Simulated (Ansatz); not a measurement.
`[GeH3]/[CH]=[N]/[InH2]` → `C=[N][InH2]` + `[GeH2]` at 298.15 K and 1 bar (germylene formation by 1,1-elimination).

Computed with Ansatz on PBE0-D4/def2-TZVP structures; ΔE is electronic, products minus reactants. CCSD(T)/CBS is the MP2 limit (def2-TZVPP, def2-QZVPP) plus CCSD(T) − MP2 in def2-TZVPP, frozen cores. Elements past krypton have def2 core potentials. For Ge, In outer-core shells are correlated without core-valence functions, which leaves a few kJ/mol of doubt a bond. Scalar relativity is left out up to krypton.

```csv
species,CCSD(T)/CBS energy (Eh),H − E (kJ/mol),S (J/(mol·K))
`[GeH3]/[CH]=[N]/[InH2]`,-2362.21531,165.1,388.1
`C=[N][InH2]`,-284.90922,123.1,311.2
`[GeH2]`,-2077.24753,38.7,220.4
```

H − E and S are ideal-gas, rigid-rotor, harmonic terms from PBE0-D4/def2-TZVP. 1 Eh = 2625.50 kJ/mol, R = 8.31446 J/(mol·K).

Problem. By hand: ΔE, ΔH, ΔS and ΔG.

Solution. ΔE = (-284.90922) + (-2077.24753) − (-2362.21531) = 0.05856 Eh = 153.7 kJ/mol. Δ(H − E) = 123.1 + 38.7 − 165.1 = -3.3, so ΔH = 150.4 kJ/mol. ΔS = 311.2 + 220.4 − 388.1 = 143.5 J/(mol·K). ΔG = 150.4 − 298.15 × (143.5)/1000 = 107.6 kJ/mol.

Problem. By hand: the equilibrium constant, and the temperature at which ΔG would vanish if ΔH and ΔS stayed fixed.

Solution. log₁₀ K = −ΔG/(RT ln 10) = -18.9. ΔG = 0 at ΔH/ΔS = 1048 K.

The number of gas molecules changes by +1, which sets the sign of ΔS. A doubt of 5 kJ/mol in ΔE shifts log₁₀ K by 0.9 here. Modes under 60 cm⁻¹, often nearly free rotors, make the harmonic entropy too high. These are equilibria of isolated gas molecules and say nothing of rates. Largest T1 diagnostic: 0.015 (customary marks: 0.02 for closed shells, 0.045 for open ones).
